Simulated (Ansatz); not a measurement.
**GaHF (SMILES [F][GaH]): methods side by side**

GaHF has 3 atoms, charge 0, and is taken as a doublet. As SMILES, `[F][GaH]`. The shape is that of a PBE0-D4/def2-TZVP optimisation.

```xyz
3

F    -1.2520    0.4514   -0.6448
Ga    0.2924    0.4698    0.2141
H     0.9486   -0.9859    0.4174
```

Quantity: the vertical energy of the quartet above the doublet, in eV. The values are calculated.

```
            level                    kind  program  value (eV)  CPU time (all runs)
       UHF/STO-3G            Hartree–Fock   Ansatz        0.47                  4 s
     UBLYP/STO-3G                     GGA   Ansatz        1.87                 29 s
    UB3LYP/STO-3G           global hybrid   Ansatz        1.71                 27 s
    UBHLYP/STO-3G           global hybrid   Ansatz        1.24                 61 s
UCAM-B3LYP/STO-3G  range-separated hybrid   Ansatz        1.63                 38 s
    UHSE06/STO-3G  range-separated hybrid   Ansatz        1.52                 44 s
   UB2PLYP/STO-3G           double hybrid   Ansatz        1.30                 69 s
  UBCCD(T)/STO-3G   coupled cluster or CI   Ansatz        0.99                 10 s
```

All-electron rows without a relativistic Hamiltonian named are non-relativistic. The values span 0.47 to 1.87 eV. Spin contamination of the reference (⟨S²⟩ at least 0.1 too high) touches UHF/STO-3G, UBCCD(T)/STO-3G. All rows use very small basis sets, so none should be taken for the real molecule's value. In the correlated wave-function rows the outer d shell of Ga is correlated, in sets not made for it. CPU times are rough (shared hosts, several kinds of processor and program).
